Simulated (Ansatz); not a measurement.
Harmonic frequencies (cm⁻¹) at PBE0-D4/def2-TZVP from Ansatz: 557, 767, 776, 876, 948, 1026, 1064, 1090, 1095, 1161, 1284, 1447, 1481, 3111, 3111, 3177, 3190, 3247.

Problem. Which molecule is it?
A. `[CH3][SnH][NH2]`•
B. `[CH2]S(C)=O`•
C. `[CH3][Ge]([F])[F]`•
D. `[CH]1CC1`•

Solution. D.
